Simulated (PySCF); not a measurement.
## Gas-phase XPS of `F[SiH2]OC1CC1`, computed

Species: C3H7FOSi.
Atom-mapped SMILES: `[F:1][SiH2:2][O:3][CH:4]1[CH2:5][CH2:6]1`

Method: PySCF 2.14.0, delta-SCF UKS SCAN, pcX-2 on the ionised atom, pcseg-1 elsewhere, spin-free X2C. Vertical ΔSCF values, vacuum level as zero.

Question: Give the core binding energies atom by atom.

Answer: 
```tsv
atom(s)	environment	level	binding energy (eV)	2p1/2 (eV)	above the level's lowest (eV)	count
Si2	fluorine-bound silicon	Si 2p3/2	108.20	108.83	0.00	1
C5/C6	three-membered-ring carbon	C 1s	290.80	–	0.00	2
C4	sp3 carbon bound to oxygen	C 1s	292.51	–	+1.71	1
O3	silyl ether oxygen	O 1s	538.51	–	0.00	1
F1	silicon-bound fluorine	F 1s	692.25	–	0.00	1
Si2	fluorine-bound silicon	Si 1s	1848.27	–	0.00	1
```

The listed C 1s values span 1.71 eV, from C5/C6 (bonded to 2 C and 2 H) to C4 (bonded to O, 2 C and H). Summing the Pauling electronegativity differences to the bonded atoms, each weighted by its formal bond order, gives -0.70 for the lowest site and +0.54 for the highest.

Question: What is the longest wavelength that can ionise C 1s of C4 vertically?

Answer: λ = hc/E = 12398.42 eV Å / 292.51 eV = 42.386 Å.

Question: Give the binding energy of C 1s of C4 in hartree and in kJ/mol.

Answer: 292.51 eV = 10.7495 Eh = 28223 kJ/mol.

Topologically equivalent atoms share the value of their first member; where this conformer doesn't relate them by symmetry, their own values could differ. Spin–orbit and ligand-field terms were added within each 2p shell after the spin-free SCF. 2p1/2 minus 2p3/2 (ligand field included): Si 0.63 eV. Isolated species at its GFN2-xTB geometry (one conformer only).

Conformer computed: `[F:1][SiH2:2][O:3][CH:4]1[CH2:5][CH2:6]1`: F1–Si2–O3–C4 65°, Si2–O3–C4–C5 156°.
